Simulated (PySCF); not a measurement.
Electronic structure of Cl²⁺ (chlorine, charge +2) at the UHF level

Configuration: [Ne] 3s1 3p3 4s1, high-spin 6S determinant (an excited configuration). Calculation: PySCF 2.14, in aug-cc-pVDZ-DK; the spin-free X2C one-electron Hamiltonian (Gaussian nucleus).

* Total energy: -458.581045 hartree
* One-electron energy: -614.9131 hartree
* Hartree (Coulomb) energy: 183.2631 hartree
* Exchange energy: -26.9311 hartree
* ⟨S²⟩: 8.7500
* ⟨L²⟩: 0.000
* Sum of ⟨r⟩: 13.16 bohr
* Sum of ⟨r²⟩: 27.42 bohr²
* Langevin diamagnetic susceptibility: -21.7 ×10⁻⁶ cm³/mol

| shell | electrons | mean orbital energy (eV) | rms radius, mean of both spins (bohr) |
| --- | --- | --- | --- |
| 1s α | 1 | -2903.7 | 0.105 |
| 1s β | 1 | -2901.7 | 0.105 |
| 2s α | 1 | -328.55 | 0.478 |
| 2s β | 1 | -325.83 | 0.478 |
| 2p α | 3 | -258.11 | 0.450 |
| 2p β | 3 | -255.34 | 0.450 |
| 3s α | 1 | -65.954 | 1.48 |
| 3p α | 3 | -46.974 | 1.64 |
| 4s α | 1 | -17.616 | 3.94 |

The outer electron is Rydberg-like, and this basis confines it to a smaller radius and binds it less than a complete one would.

Densities and radii are taken from the X2C orbitals without a picture-change correction, which distorts them close to the nucleus.

Spin-orbit constants ζ (cm⁻¹) from the X2C one-electron operator on these orbitals: bare nucleus, nucleus screened by l(l+1)(2l+1)/3 electrons, and screened by the Breit-Pauli mean field of the electrons.

| shell | bare | screened nucleus | mean field |
| --- | --- | --- | --- |
| 2p | 9963 | 8790 | 8250 |
| 3p | 978.9 | 863.7 | 803.4 |
